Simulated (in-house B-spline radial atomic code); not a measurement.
# RPA and G0W0 on LC-wPBE: the iodine ion I⁵⁺

Configuration [Kr] 4d10 5s2, mean-field start LC-wPBE. Computed with an all-electron radial atomic-structure program (B-spline basis): all electrons, scalar-relativistic (spin-free one-electron X2C), finite nucleus, each spin shell either full or empty, empty states to l = 9 with an (l + 1/2)⁻⁴ tail; G0W0 by contour deformation at full frequency.

Command:
```bash
python run_gw.py task.json out
```
Settings (radii: box in bohr, nucleus in fm):
```
Z                        53
electrons                48
configuration            [Kr] 4d10 5s2
hamiltonian              x2c
method                   lc_wpbe
lmax                     9
rms_radius               4.75
spin_polarised           False
box_radius               10.43
intervals                67
ion_configuration        [Kr] 4d10 5s1
```

Time taken, with all properties: 12 s on 1 thread of Arm Neoverse N1, on a shared host.

Energies (hartree):

```
                                     term        value
                         mean-field total  -7109.67431
Hartree-Fock functional on these orbitals  -7107.35658
                      direct second order      -4.2833
                    second-order exchange       1.1733
                         SOSEX correction       1.1011
```

(1) What is the RPA correlation energy, and what remains with SOSEX?

Quasi-particle levels (eV):

```
level  occupied  mean field  Σx - vxc     Σc  QP weight     G0W0
   5s       yes      -73.16      0.71      ?          ?        ?
   4d       yes     -113.99     -6.43   0.50      0.949  -119.92
   5p        no      -51.37      2.26  -1.56      0.973   -50.67
```

G0W0 = mean field + (Σx - vxc) + Σc, with Σc (partial-wave tail included) taken at the quasi-particle energy. Only the outer levels were computed. Levels of low weight are left out.

(2) Where does G0W0 put 5s?

(3) What does it cost to remove one electron (to [Kr] 4d10 5s1) by differences of total energies, each species on its own start (correlation terms add to the Hartree-Fock functional)?

## Answers

(1) RPA gives -3.8086 hartree (-2.16 eV per electron); RPA + SOSEX gives -2.7075, and the second-order doubles -3.1101 hartree (no singles). SOSEX takes back 29 % of the RPA value.

(2) At -74.90 eV, with Σc = -2.45 eV and a quasi-particle weight of 0.972. The tabulated removal energy is 74.4 ± 0.4 eV (NIST, semi-empirical); the calculation leaves out spin-orbit coupling, Breit and QED terms, and what these don't explain is the method's own error.

(3) LC-wPBE 74.50 eV, Hartree-Fock functional 72.22 eV, + RPA 74.67 eV, + RPA + SOSEX 74.15 eV, + second order 75.27 eV. Tabulated: 74.4 ± 0.4 eV (NIST, semi-empirical); the calculation leaves out spin-orbit coupling, Breit and QED terms, and what these don't explain is the method's own error.
